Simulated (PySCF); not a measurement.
How methods differ on the excitation energy of Sn⁺

Sn⁺ [Kr] 4d10 5s2 5p1 (2P) → Sn⁺ [Kr] 4d10 5s1 5p1 5d1 (high-spin determinant), as a difference of total energies. Computed with PySCF 2.14 in x2c-TZVPPall with one added diffuse shell each of s, p, d, f type (9s7p5d3f, 76 functions), with scalar relativity by spin-free X2C-1e. Correlated levels: valence: [Kr] 4d10 frozen; valence and next inner shell: [Ar] 3d10 frozen. The calculations carry no spin-orbit coupling.

| method | excitation energy (cm⁻¹) |
| --- | --- |
| UHF | 104380 |
| LDA | 117580 |
| PBE | 114050 |
| PBE0 | 113210 |
| r2SCAN | 113080 |
| B2PLYP | 114330 |
| BLYP | 116400 |
| wB97X-V | 116880 |
| BHandHLYP | 115260 |
| MP2 (valence) | 109520 |
| SCS-MP2 (valence) | 111710 |
| MP2 (valence and next inner shell) | 117030 |
| SCS-MP2 (valence and next inner shell) | 117930 |

A first-order spin-orbit estimate (lowest level to lowest level, LS coupling) adds 0.038 eV.

The promoted electron is Rydberg-like, and one or two diffuse shells describe it only roughly, which tends to raise the upper state.

The determinant of the upper state mixes LS terms, which raises its energy above the lowest term, most at the Hartree-Fock and MP2 levels.
